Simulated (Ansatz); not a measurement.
Coupled-cluster diagnostics for TcO3Cl (TcClO₃), Ansatz.

Geometry of the singlet (r2SCAN-D4/def2-SVP):

Cartesian coordinates in Å:
```
Tc 0.092 -0.027 0.059
O 1.368 -0.296 -0.991
O 0.479 1.229 1.097
O -0.201 -1.415 0.948
Cl -1.738 0.509 -1.113
```

In the def2 sets Tc takes a core potential; there is no spin–orbit coupling. Correlated methods freeze 8 core orbitals; core or outer-core shells of Tc are correlated, in sets that lack core-valence functions.

(1) Estimate the CCSD(T) correlation energy, the shares of MP2 and (T), T1 and the reference's ⟨S²⟩ for: charge 0, singlet, own geometry in def2-TZVPP; and the rough time on 4 threads of Intel Xeon 6975P-C on a shared host.

## Answers

(1) 
```json
{"state": "charge 0, singlet, own geometry", "basis": "def2-TZVPP", "correlation (eV)": "-45.270", "MP2 share (%)": "103.3", "(T) share (%)": "7.1", "T1": "0.026", "⟨S²⟩ (pure)": "0.00 (0.00)", "wall time": "27 s", "remarks": "restricted SCF unstable"}
```
Customary marks for T1 are 0.02 (closed shells), 0.045 (open shells) and about 0.05 (3d metals). T1 exceeds 0.02 in 1 of 1 rows and 0.045 in 0; the higher it lies, the less the single-reference result can be trusted.
